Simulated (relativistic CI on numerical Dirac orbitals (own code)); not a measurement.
Cr6+ in a cubic cluster: 3p photoemission with charge transfer

Computed with a charge-transfer multiplet model of a cubic metal-ligand cluster with up to 2 ligand holes, Slater and spin-orbit integrals from Dirac-Coulomb-Breit ions, Slater integrals scaled by 0.8. The ground state mixes d0 with configurations of k ligand holes L, whose averages lie at kΔ + k(k − 1)U_dd/2; a core hole lowers each added d electron by U_cd. 300 K, Lorentzian 0.9 eV and Gaussian 0.8 eV FWHM.

Atomic integrals in eV (Slater integrals scaled, ζ unscaled), ground: F2dd 9.377, F4dd 5.906, zeta_d 0.039; with the core hole: F2dd 9.377, F4dd 5.906, zeta_d 0.049, zeta_core 0.825, F2cd 10.869, G1cd 13.178, G3cd 8.245. Where a configuration has fewer than two d electrons, the dd integrals are those of d2.

Cluster parameters (eV): Δ = -0.5, U_cd = 5.8, 10Dq = 2.4, 10Dq(ligand) = 1.1, V(eg) = 2.55, V(t2g) = -1.32, final-state hopping factor = 1.

```tsv
Case	n_d	d0	d1L	d2L2	S
U_dd = 3.5 eV	1.02	0.22	0.54	0.24	0.00
U_dd = 4.2 eV	0.99	0.23	0.55	0.22	0.00
U_dd = 4.9 eV	0.96	0.24	0.56	0.20	0.00
```

Weights, n_d and S are thermal averages at 300 K. Binding energies count from the first peak over 30 % of the highest in each spectrum, which can be another peak from case to case. The parameters are a model scan and need not match a compound or its usual spin state. Peaks in eV (height, largest 100):
- U_dd = 3.5 eV: 0.0 (100), 2.0 (46), 3.9 (28), 13.5 (13)
- U_dd = 4.2 eV: 0.0 (100), 2.2 (42), 4.1 (25), 13.4 (12)
- U_dd = 4.9 eV: 0.0 (100), 2.3 (39), 4.3 (23), 13.3 (12)

A d0 ion has no d-d gap: its lowest excitations are ligand-to-metal charge transfer. With the core hole the average of the configuration with one ligand hole lies at Δ − U_cd = -6.3 eV before mixing: the effective hopping of about 5.7 eV (from the holes of the mixed ground state) is comparable with this gap or larger, so the configurations mix strongly.

With at most 2 ligand holes the space is cut while the next configuration still counts, so covalency is underestimated, and a final configuration with one more ligand hole, which can lie low, is missing from the spectra.
